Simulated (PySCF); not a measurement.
## Stretching CSe

Set-up: C x2c-TZVPPall, Se x2c-TZVPPall; spin-free X2C with a Gaussian nucleus (PySCF 2.14). Energies in eV from C + Se in their ground configurations at the same level. State: ¹Σ⁺ (singlet), closed shell.

Curves on a restricted Hartree–Fock reference rise too fast on stretching and do not dissociate correctly.

| R (Å) | RHF |
| --- | --- |
| 1.436 | -1.209 |
| 1.503 | -2.194 |
| 1.570 | -2.712 |
| 1.620 | -2.873 |
| 1.670 | -2.883 |
| 1.720 | -2.777 |
| 1.787 | -2.500 |
| 1.870 | -2.002 |
| 1.971 | -1.274 |
| 2.104 | -0.216 |

Question: Put a parabola through the three lowest points of the RHF curve and estimate Re, k and ωe (reduced mass 10.43 u; 1 eV/Å² = 0.16022 mdyn/Å; ωe = 1302.8·√(k/μ) cm⁻¹).

Answer: Through R = 1.62, 1.67, 1.72 Å the second-order coefficient is 23.2 eV/Å², so Re ≈ 1.649 Å, k ≈ 7.43 mdyn/Å and ωe ≈ 1100 cm⁻¹. A polynomial fit of higher order to the unrounded RHF energies gives Re = 1.649 Å, k = 8.25 mdyn/Å, ωe = 1159 cm⁻¹; anharmonicity and rounding make the difference.

The higher-order fit for each curve: RHF: Re = 1.649 Å, ωe = 1159 cm⁻¹, De = 2.89 eV.

Where the molecule has an RHF reference, its open-shell atoms are computed with UHF. Hartree–Fock leaves out correlation, which carries a large part of most bond energies and some tenths to 1 eV of ionisation energies.
